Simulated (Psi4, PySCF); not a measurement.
PySCF was given this input:
```python
from pyscf import gto, scf, dft

mol = gto.M(
    atom='''
Bi    0.189510   -0.011201    0.228492
C     0.439302    0.241447   -2.022926
H     1.093793   -0.525586   -2.418202
H     0.862110    1.212368   -2.249777
H    -0.529834    0.158329   -2.493929
C    -2.077109   -0.144456    0.048021
H    -2.343627   -0.980729   -0.585283
H    -2.462307    0.765503   -0.393506
H    -2.522650   -0.282160    1.025269
''',
    basis='def2-svpd',
    ecp={'Bi': 'def2-svpd'},
    charge=0,
    spin=1,
    verbose=4,
)

mf = dft.UKS(mol)
mf.xc = 'b3lyp'
mf.grids.atom_grid = (99, 590)
mf.grids.prune = None
mf.kernel()
```

Question: Convert this to an input for Psi4.

Answer: This is not unique; one that fits is 
```
memory 2 GB

molecule {
0 2
  Bi    0.18951034   -0.01120082    0.22849228
  C     0.43930174    0.24144710   -2.02292596
  H     1.09379276   -0.52558650   -2.41820207
  H     0.86211018    1.21236792   -2.24977673
  H    -0.52983395    0.15832871   -2.49392906
  C    -2.07710886   -0.14445632    0.04802055
  H    -2.34362728   -0.98072930   -0.58528282
  H    -2.46230744    0.76550277   -0.39350579
  H    -2.52264953   -0.28215982    1.02526925
}

set basis def2-svpd
set reference uks
set scf_type pk
set puream true
set d_convergence 1e-8
set dft_radial_points 99
set dft_spherical_points 590

energy('b3lyp')
print_variables()
```

Both were run: PySCF gave -294.448826 Eh and Psi4 -294.448824 Eh, 0.002 mEh apart.
